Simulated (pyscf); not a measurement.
`[F][Ga]` [singlet] + `[OH][SiH3]` → `[OH][Ga]([F])[SiH3]`, an insertion (singlet surface; O–Si broken, Ga–O, Ga–Si formed). Structures and frequencies: ωB97X-D3(BJ)/def2-SVP in PySCF. MP2 and CC: frozen core, UHF for open shells. ΔMP2 is the change of the MP2 total energy from the triple- to the quadruple-zeta basis. Energies in kJ/mol from the separated reactants.

Small-basis levels: PySCF, no dispersion term, spherical d functions. AM1 to PM7: differences of heats of formation from MOPAC, which are fitted to 298 K values and so differ in kind from electronic energies by zero-point and thermal terms. GFN2-xTB: tblite. Cost: rough CPU time at the saddle relative to B3LYP/6-31G*+LANL2DZ, from one job on a shared machine.

| level | barrier | reaction energy | cost |
|---|---|---|---|
| HF/STO-3G | [?] | -224.3 | 0.09 |
| SVWN5/6-31G*+LANL2DZ | 31.0 | -58.6 | 1 |
| PBE/6-31G*+LANL2DZ | 58.7 | -45.7 | 2 |
| B3LYP/LANL2DZ | 51.4 | -74.7 | 0.7 |
| B3LYP/6-311+G**+LANL2DZ | [?] | -6.5 | 2 |
| PBE/def2-SVP | 83.6 | -12.9 | 2 |
| GFN2-xTB | 87.3 | +71.8 | under 0.02 |
| PM3 | 30.9 | +83.1 | under 0.02 |
| PM6 | -112.9 | -147.5 | under 0.02 |
| CCSD(T)/def2-TZVPP + ΔMP2(QZVPP) | [?] | +8.5 | – |

**Question.** Complete the blanks.

**Answer.** 
- HF/STO-3G, barrier: -1.0
- B3LYP/6-311+G**+LANL2DZ, barrier: 110.9
- CCSD(T)/def2-TZVPP + ΔMP2(QZVPP), barrier: 126.6

Against the last row the barrier runs from -239.5 (PM6) to -15.7 kJ/mol (B3LYP/6-311+G**+LANL2DZ). At HF/STO-3G, PM3, PM6 this geometry lies under one side, so the entry may be no barrier of that level: it is a single point on another level's saddle. CCSD(T)/def2-TZVPP + ΔMP2(QZVPP) has limits of its own. On the reactant side the descent ends in a bound adduct, 42.6 kJ/mol under the separated species and 149.7 kJ/mol under the saddle at ωB97X-D3(BJ)/def2-TZVP. At ωB97X-D3(BJ)/def2-TZVP the barrier from the zero used here is 107.1 kJ/mol. HO–Ga(F)–SiH₃ lies 74.5 kJ/mol over its isomer F–GaH–O–SiH₃ (electronic energy, ωB97M-D3(BJ)/def2-TZVP). One saddle was located; it need not be the lowest between these sides. The CCSD(T) − MP2 part came from Ansatz, without density fitting, on the same reference. The frozen core leaves the outer d or s,p core shells of the metals and heavy elements correlated in the MP2 and CC values, and def2-TZVPP describes them poorly, which can shift differences by a few kcal/mol. In the def2 sets elements up to Kr have no core potential.
